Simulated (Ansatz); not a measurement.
Input for Ansatz (a first-principles code): U-r2SCAN/def2-TZVPP on GaH5Si (SMILES [SiH3][GaH2]), a point of a bond scan (R = 2.232 Å).

Ansatz 0.2 input:
```yaml
crystal:
  periodic: [false, false, false]
  atoms:
    - {symbol: Ga, position_ang: [0.02140487, -0.38021066, -0.73000771]}
    - {symbol: H, position_ang: [-1.28898464, -0.51608025, -1.59458557]}
    - {symbol: H, position_ang: [1.35851094, -0.96271666, -1.32506357]}
    - {symbol: Si, position_ang: [-0.03927517, 0.73299862, 1.42129057]}
    - {symbol: H, position_ang: [-0.05312132, 2.94006103, 1.09148609]}
    - {symbol: H, position_ang: [1.13421429, 0.41105666, 2.27100573]}
    - {symbol: H, position_ang: [-1.26893307, 0.38791648, 2.17939368]}
basis:
  gaussian:
    orbitals: def2-TZVPP
hamiltonian:
  xc: {name: r2SCAN}
magnetization: {spin_polarized: true, initial_magnetization: 0}
```

Q: What total energy does the run end on?

A: -2217.2206 hartree.

Q: How many basis functions does it have, and what does it roughly cost on one machine?

A: 160 functions; about 10 core-seconds (a rough figure).
